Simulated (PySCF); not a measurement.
# Complete the spectrum of C3H12AlAs

Species: C3H12AlAs.
SMILES with atom numbers: `[CH3:1][CH:2]([CH3:3])[AsH2+:4][AlH3-:5]` (hydrogens: H6, H7, H8 on C1; H9 on C2; H10, H11, H12 on C3; H13, H14 on As4; H15, H16, H17 on Al5)

Method used: PySCF 2.14.0, density-fitted response routines, TDDFT B3LYP/def2-SVPD, vertical, gas phase, core orbitals frozen in the response. Geometry: PBE0-D3(BJ)/def2-SVP, one conformer, isolated molecule. The B3LYP/def2-SVPD calculation is non-relativistic and has no spin–orbit coupling, an omission that weighs most on arsenic. Torsions of this conformer, `[CH3:1][CH:2]([CH3:3])[AsH2+:4][AlH3-:5]`: C1–C2–As4–Al5 -57°.

Lowest singlets, with some entries withheld (?).

```csv
state,ν̃ (cm⁻¹),f,"main configurations (H = HOMO, L = LUMO)"
S1,48600,0.0008,"H→L (82%), H-1→L (16%)"
S2,49240,?,"H-1→L (78%), H→L (15%)"
S3,51800,0.013,?
S4,?,0.0009,"H→L+2 (47%), H-1→L+1 (34%), H→L+1 (14%)"
S5,52350,0.0040,"H-1→L+2 (44%), H-1→L+1 (30%), H→L+1 (13%)"
S6,52660,0.0035,"H→L+2 (35%), H-1→L+1 (22%), H→L+1 (17%)"
S7,?,?,?
S8,55650,?,?
S9,57000,0.242,"H-1→L+3 (44%), H-2→L+2 (43%)"
S10,57080,0.070,H→L+3 (92%)
```

Problem. What stands in place of each question mark?

Solution. 
- S2: f = 0.022
- S3: H-2→L (77%), H-1→L+2 (11%)
- S4: ν̃ = 52170 cm⁻¹
- S7: ν̃ = 54300 cm⁻¹; f = 0.082; H→L+1 (40%), H-1→L+2 (20%), H-2→L (14%)
- S8: f = 0.018; H-2→L+1 (87%)

Problem. What is the vertical ionisation energy by ΔSCF at this level?

Solution. 9.60 eV; −ε(HOMO) is 7.46 eV.

Problem. How far apart are S8 and S9, in eV and cm⁻¹?

Solution. 7.067 − 6.900 = 0.167 eV, or about 1350 cm⁻¹.

Problem. What is the mean static polarisability from the same response equations?

Solution. 107.2 au (15.89 Å³), with principal values 90.7, 102.1 and 128.9 au.
